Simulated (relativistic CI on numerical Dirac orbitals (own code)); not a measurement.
**Hyperfine structure of W⁵⁸⁺, mass number 183**

Calculated at this level of theory: Dirac-Coulomb-Breit CI, separate exchange-only KLI orbitals for each configuration, a model potential for QED, unscaled Slater integrals (own radial code, finite nucleus).

CI space (outside the closed core [Ne]): 3s2 3p4, 3s2 3p3 3d, 3s 3p5, 3p6, 3s 3p4 3d, 3s 3p3 3d2, 3p5 3d, 3s2 3p2 3d 4p, 3s 3p3 3d 4s, 3p5 4s, 3s2 3p3 4s, 3p5 4p, 3s2 3p2 3d2, 3s2 3p 3d3, 3s 3p2 3d3, 3s2 3p 3d2 4s, 3p4 3d2, 3p3 3d3, 3p3 3d2 4s, 3s2 3p2 3d 4s, 3s 3p2 3d2 4s, 3s2 3p 3d 4s2. Double excitations out of closed p, d and f shells are left out; levels of such configurations are missing from the list, as are those of other unlisted configurations, and high levels can miss mixing partners.

Nuclear spin I = 1/2, μ = 0.11739 μN (tables of Stone and Pyykkö). The electronic factors are computed for point nuclear moments, without core polarisation or the Bohr-Weisskopf and QED corrections.

| Level | E (cm⁻¹) | A (GHz) |
| --- | --- | --- |
| 3s2 3p4 3P_2 | 0 | 49.93 |
| 3s2 3p4 3P_1 | 2799507 | -48.05 |
| 3s2 3p4 1D_2 | 2878196 | 149.7 |

Levels with J = 0, under 50 % of one LS term, or S terms without an open s electron are left out. Small factors come from cancelling terms and can be off by tens of per cent or more.

At this charge energies of transitions that change n are usually good to better than 1 %, and those within a shell (Δn = 0) to a few per cent.

Problem. Give the hyperfine levels of 3s2 3p4 3P_2 relative to its centre of gravity.

Solution. With K = F(F + 1) − I(I + 1) − J(J + 1), E = AK/2: F = 3/2: -74.9, F = 5/2: 49.93 GHz.

LS names give the leading component of a level, which can be under half, so a name can repeat, a term be missing and a line seem to break the LS rules.
